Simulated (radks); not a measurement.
Species: As XII. Configuration: [Ar] 3d4. All-electron calculation, Dirac Kohn-Sham, LDA (Slater exchange, Perdew-Wang correlation), spin-unpolarised, spherical densities, finite nucleus; open shells fill j = l - 1/2 first; Fermi nuclear charge, rms radius 4.0968 fm. Program: a radial shooting solver on a logarithmic mesh with Libxc functionals.

Spin-orbit splittings of the eigenvalues, e(l+1/2) - e(l-1/2), with zeta = 2 splitting/(2l+1) and mean radii in bohr:

shell  occ.  splitting (eV)  zeta (eV)  <r> j=l-1/2  <r> j=l+1/2
2p        6           36.52      24.35       0.1745       0.1782
3p        6           6.163      4.109       0.5559       0.5635
3d        4           1.093     0.4372       0.5365       0.5388
